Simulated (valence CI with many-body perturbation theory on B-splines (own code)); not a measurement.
Values are calculated unless marked as measured or tabulated.
## Level structure of Nd55+

Level of theory: relativistic CI+MBPT: three valence electrons over a frozen Dirac-Fock core [He], a basis of 11 s, 11 p, 10 d, 8 f, 5 g, 2 h functions for each j, with the one-electron correlation potential Σ1 (screened to all orders), the two-electron term Σ2, the three-electron term Σ3, Breit, model QED; selected single and double excitations, second order for the rest, scaled by the run's own slope (own B-spline code, finite nucleus).

The last digits are not significant, and no measured levels were compared; by estimate large intervals hold to a few tenths of a per cent, small ones and those within an open d or f shell to about a per cent.

Levels 46 to 90 of 165, with energies above the lowest level, (2s^2 2p1/2) J=1/2. "Leading %" is the weight of the configuration and term that name the level; weights of strongly mixed levels are sums over their largest components and can fall short. In the jj column 3d3/2^4 stands for four electrons in 3d with j = 3/2.

```csv
No.,Configuration,Term,J,E (eV),Leading %,Second component,Leading jj,g
46,2s2p3p,⁴P,3/2,7339.5,47,25 % 2s2p3p ⁴S,2s 2p3/2 3p1/2 (100 %),1.631
47,2s2p3p,²D,5/2,7341.9,43,36 % 2s2p3p ⁴D,2s 2p3/2 3p1/2 (99 %),1.321
48,2s2p3s,²P°,1/2,7344.6,91,9 % 2s2p3s ⁴P°,2s 2p3/2 3s (99 %),0.816
49,2s2p3s,²P°,3/2,7349.0,83,16 % 2s2p3s ⁴P°,2s 2p3/2 3s (99 %),1.379
50,2s2p3p,²P,1/2,7409.9,51,22 % 2s2p3p ²S,2s 2p3/2 3p1/2 (98 %),1.231
51,2s2p3p,²D,3/2,7411.4,62,21 % 2s2p3p ²P,2s 2p3/2 3p1/2 (98 %),0.970
52,2p²3s,⁴P,3/2,7474.3,67,15 % 2p²3s ²P,2p1/2 2p3/2 3s (83 %),1.603
53,2p²3s,²P,1/2,7480.5,56,26 % 2p²3s ⁴P,2p1/2 2p3/2 3s (82 %),1.315
54,2p²3s,²D,5/2,7487.8,50,28 % 2p²3s ⁴P,2p1/2 2p3/2 3s (79 %),1.328
55,2s2p3p,⁴D,7/2,7491.7,100,,2s 2p3/2 3p3/2 (100 %),1.410
56,2p²3s,²D,3/2,7493.7,35,20 % 2p²3s ⁴P,2p1/2 2p3/2 3s (65 %),1.261
57,2p²3s,²D,3/2,7511.6,29,28 % 2s2p3p ²P,2s 2p3/2 3p3/2 (51 %),1.259
58,2s2p3p,⁴P,5/2,7521.6,45,36 % 2s2p3p ²D,2s 2p3/2 3p3/2 (81 %),1.389
59,2p²3p,⁴P°,1/2,7524.1,44,26 % 2p²3p ⁴D°,2p1/2 2p3/2 3p1/2 (90 %),1.777
60,2s2p3p,²S,1/2,7526.3,37,32 % 2s2p3p ²P,2s 2p3/2 3p3/2 (82 %),1.391
61,2p²3p,⁴D°,3/2,7528.9,47,19 % 2p²3p ²D°,2p1/2 2p3/2 3p1/2 (84 %),1.159
62,2p²3p,²F°,5/2,7538.8,29,16 % 2s2p3d ⁴D°,2p1/2 2p3/2 3p1/2 (62 %),1.119
63,2s2p3d,⁴D°,5/2,7554.9,30,19 % 2p²3p ²F°,2s 2p3/2 3d3/2 (62 %),1.171
64,2s2p3d,⁴F°,7/2,7555.0,48,28 % 2s2p3d ²F°,2s 2p3/2 3d3/2 (90 %),1.237
65,2s2p3d,⁴P°,3/2,7557.3,36,36 % 2s2p3d ⁴D°,2s 2p3/2 3d3/2 (84 %),1.319
66,2s2p3d,⁴P°,1/2,7559.7,76,12 % 2s2p3d ⁴D°,2s 2p3/2 3d3/2 (89 %),2.179
67,2s2p3p,²D,5/2,7571.2,74,14 % 2s2p3p ⁴D,2s 2p3/2 3p3/2 (96 %),1.251
68,2p²3p,²P°,3/2,7578.3,41,26 % 2p²3p ²D°,2p1/2 2p3/2 3p1/2 (98 %),1.322
69,2s2p3d,⁴F°,9/2,7581.0,100,,2s 2p3/2 3d5/2 (100 %),1.317
70,2s2p3p,²P,3/2,7584.8,58,28 % 2s2p3p ²D,2s 2p3/2 3p3/2 (97 %),1.219
71,2s2p3p,²S,1/2,7587.4,62,20 % 2s2p3p ²P,2s 2p3/2 3p3/2 (99 %),1.726
72,2s2p3d,²D°,5/2,7600.9,45,32 % 2s2p3d ⁴P°,2s 2p3/2 3d5/2 (99 %),1.306
73,2s2p3d,²D°,3/2,7601.9,50,28 % 2s2p3d ⁴P°,2s 2p3/2 3d5/2 (70 %),1.076
74,2s2p3d,²F°,7/2,7609.7,58,40 % 2s2p3d ⁴D°,2s 2p3/2 3d5/2 (90 %),1.244
75,2s2p3d,²P°,1/2,7623.6,65,25 % 2s2p3d ⁴D°,2s 2p3/2 3d5/2 (72 %),0.691
76,2s2p3d,²F°,5/2,7625.9,68,13 % 2s2p3d ²D°,2s 2p3/2 3d3/2 (97 %),0.936
77,2s2p3d,²D°,3/2,7632.7,57,38 % 2s2p3d ²P°,2s 2p3/2 3d3/2 (70 %),0.982
78,2s2p3d,²P°,1/2,7636.4,96,,2s 2p3/2 3d3/2 (73 %),0.642
79,2s2p3d,²F°,7/2,7661.7,74,12 % 2s2p3d ⁴D°,2s 2p3/2 3d5/2 (96 %),1.176
80,2s2p3d,²D°,5/2,7675.7,63,23 % 2s2p3d ²F°,2s 2p3/2 3d5/2 (96 %),1.145
81,2s2p3d,²P°,3/2,7678.3,75,8 % 2s2p3d ⁴D°,2s 2p3/2 3d5/2 (98 %),1.277
82,2p²3p,⁴D°,5/2,7698.2,51,34 % 2p²3p ⁴P°,2p1/2 2p3/2 3p3/2 (98 %),1.409
83,2p²3p,²P°,1/2,7702.8,35,32 % 2p²3p ⁴P°,2p1/2 2p3/2 3p3/2 (99 %),1.592
84,2p²3p,²D°,3/2,7708.7,52,22 % 2p²3p ⁴P°,2p1/2 2p3/2 3p3/2 (98 %),1.151
85,2p²3p,²F°,7/2,7715.6,61,36 % 2p²3p ⁴D°,2p1/2 2p3/2 3p3/2 (96 %),1.227
86,2p²3p,²P°,3/2,7727.2,35,30 % 2p²3p ⁴S°,2p1/2 2p3/2 3p3/2 (100 %),1.401
87,2p²3p,²D°,5/2,7737.1,62,17 % 2p²3p ²F°,2p1/2 2p3/2 3p3/2 (98 %),1.178
88,2p²3d,⁴F,3/2,7744.3,43,27 % 2p²3d ²P,2p1/2 2p3/2 3d3/2 (99 %),0.925
89,2p²3d,⁴F,5/2,7745.7,54,39 % 2p²3d ²F,2p1/2 2p3/2 3d3/2 (99 %),0.962
90,2p²3d,⁴D,1/2,7748.8,80,14 % 2p²3d ²P,2p1/2 2p3/2 3d3/2 (100 %),0.234
```
